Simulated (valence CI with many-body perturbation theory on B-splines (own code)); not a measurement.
**Hyperfine factors and g values of W61+**

Calculated by valence CI with perturbative core correlation (CI+MBPT): three valence electrons over a frozen Dirac-Fock core [Ne], radial functions for each j: 11 s, 11 p, 10 d, 8 f, 5 g, 2 h, with the one-electron correlation potential Σ1, the two-electron term Σ2, the three-electron term Σ3, Breit, model QED; selected CI, second order for the rest, scaled by the run's own slope (own B-spline code, finite nucleus).

The last digits are not significant, and no measured levels were compared; by estimate large intervals hold to a few tenths of a per cent, small ones and those within an open d or f shell to about a per cent.

A/g_I is the dipole constant over the nuclear g factor μ/I (μ in nuclear magnetons, uniformly magnetised nucleus), B/Q the quadrupole constant per barn. Both hold the static response of the core; the bare values leave it out. Large factors of s and p1/2 electrons are usually good to 5 to 10 %; those of open d and f shells near neutrality can be off by tens of per cent, and small factors of p3/2, d and f electrons come from cancelling terms and can be off by a factor of two or in sign, in half-filled shells by more. B is blank for J = 1/2, where it vanishes, and for nearly pure S terms. Energies count from the lowest level.

Levels are named by their leading jj configuration (3d3/2^4 stands for four electrons in 3d with j = 3/2), which in mixed levels can hold well under half, so a name can repeat and another be missing. Letters in brackets count levels of one name in rising energy.

| Level | E (eV) | g | A/g_I (MHz) | A/g_I bare | B/Q (MHz/b) | B/Q bare |
| --- | --- | --- | --- | --- | --- | --- |
| (3s^2 3p1/2) J=1/2 | 0.0 | 0.647 | 1920000 | 1890000 |  |  |
| (3s 3p1/2^2) J=1/2 | 167.5 | 2.106 | 5760000 | 5640000 |  |  |
| (3s^2 3p3/2) J=3/2 | 363.5 | 1.320 | 222000 | 221000 | 438000 | 432000 |
| (3s 3p1/2 3p3/2) J=3/2 [a] | 500.7 | 1.627 | 1310000 | 1290000 | 356000 | 351000 |
| (3s 3p1/2 3p3/2) J=5/2 | 518.9 | 1.335 | 1650000 | 1620000 | 357000 | 352000 |
| (3s 3p1/2 3p3/2) J=3/2 [b] | 539.9 | 0.968 | 152000 | 153000 | 216000 | 213000 |
| (3s 3p1/2 3p3/2) J=1/2 | 550.0 | 1.262 | -2140000 | -2080000 |  |  |
| (3s^2 3d3/2) J=3/2 | 597.4 | 0.827 | 50600 | 54700 | 99600 | 101000 |
| (3s^2 3d5/2) J=5/2 | 670.7 | 1.195 | 79300 | 81600 | 84600 | 86900 |
| (3p1/2^2 3p3/2) J=3/2 | 704.0 | 1.051 | 45900 | 50400 | 281000 | 279000 |
| (3s 3p1/2 3d3/2) J=3/2 [a] | 717.3 | 0.733 | -209000 | -201000 | 181000 | 180000 |
| (3s 3p1/2 3d3/2) J=5/2 | 729.5 | 1.020 | 1590000 | 1560000 | 34200 | 36800 |
| (3s 3p1/2 3d3/2) J=1/2 | 756.0 | 0.398 | -2360000 | -2310000 |  |  |
| (3s 3p1/2 3d3/2) J=3/2 [b] | 762.7 | 1.281 | 1430000 | 1410000 | 78400 | 78200 |
| (3s 3p1/2 3d5/2) J=5/2 [a] | 811.8 | 1.349 | 548000 | 542000 | 84600 | 86700 |
| (3s 3p1/2 3d5/2) J=7/2 | 825.9 | 1.236 | 1130000 | 1110000 | 25100 | 28300 |
| (3s 3p1/2 3d5/2) J=5/2 [b] | 836.2 | 1.035 | 1830 | 6280 | 97400 | 98800 |
| (3s 3p1/2 3d5/2) J=3/2 | 841.1 | 1.109 | -1310000 | -1280000 | 46800 | 48300 |
| (3s 3p3/2^2) J=5/2 | 876.3 | 1.429 | 1340000 | 1320000 | 93500 | 92300 |
| (3s 3p3/2^2) J=1/2 | 913.6 | 1.923 | 5830000 | 5710000 |  |  |
| (3p1/2^2 3d3/2) J=3/2 | 916.3 | 0.831 | -18100 | -13900 | 53600 | 55600 |
| (3s 3p3/2^2) J=3/2 | 921.2 | 1.134 | -757000 | -735000 | -46300 | -45300 |
| (3p1/2^2 3d5/2) J=5/2 | 1013.9 | 1.191 | 40100 | 45600 | 66800 | 69400 |
| (3p1/2 3p3/2^2) J=5/2 | 1060.8 | 1.172 | 754000 | 744000 | 36900 | 36600 |
| (3p1/2 3p3/2^2) J=3/2 | 1065.7 | 1.420 | -15200 | -6040 | 14600 | 14300 |
| (3p1/2 3p3/2^2) J=1/2 | 1082.7 | 0.746 | 2400000 | 2350000 |  |  |
| (3s 3p3/2 3d3/2) J=3/2 [a] | 1093.4 | 1.285 | 638000 | 631000 | -1590 | -3330 |
| (3s 3p3/2 3d3/2) J=1/2 [a] | 1095.2 | 2.130 | 2170000 | 2130000 |  |  |
| (3s 3p3/2 3d3/2) J=5/2 [a] | 1097.6 | 1.218 | 591000 | 585000 | 179000 | 176000 |
| (3s 3p3/2 3d3/2) J=7/2 | 1100.4 | 1.227 | 955000 | 940000 | 465000 | 461000 |
| (3s 3p3/2 3d3/2) J=3/2 [b] | 1128.3 | 0.984 | 260000 | 259000 | -230000 | -227000 |
| (3s 3p3/2 3d3/2) J=5/2 [b] | 1141.3 | 0.961 | -196000 | -186000 | 267000 | 266000 |
| (3s 3p3/2 3d3/2) J=1/2 [b] | 1146.8 | 0.609 | 1160000 | 1140000 |  |  |
| (3s 3p3/2 3d5/2) J=9/2 | 1155.1 | 1.320 | 745000 | 734000 | 536000 | 532000 |
| (3s 3p3/2 3d5/2) J=5/2 [a] | 1177.8 | 1.339 | 1130000 | 1110000 | -236000 | -232000 |
| (3s 3p3/2 3d5/2) J=7/2 [a] | 1186.6 | 1.240 | 451000 | 447000 | 292000 | 291000 |
| (3s 3p3/2 3d5/2) J=3/2 [a] | 1189.9 | 1.147 | -506000 | -490000 | -239000 | -236000 |
| (3s 3p3/2 3d5/2) J=7/2 [b] | 1205.9 | 1.196 | -36900 | -31000 | 264000 | 264000 |
| (3s 3p3/2 3d5/2) J=1/2 | 1215.2 | 0.713 | -1750000 | -1710000 |  |  |
| (3s 3p3/2 3d5/2) J=3/2 [b] | 1226.0 | 1.300 | 1360000 | 1330000 | 136000 | 136000 |

(1) Take the isotope of mass number 183, with I = 1/2, μ = 0.11739 μN. What is the hyperfine structure of (3s^2 3d3/2) J=3/2?

Answers

(1) From the table A = 11900 MHz. Shifts from the centre of gravity in MHz: F = 1: -14900, F = 2: 8920.
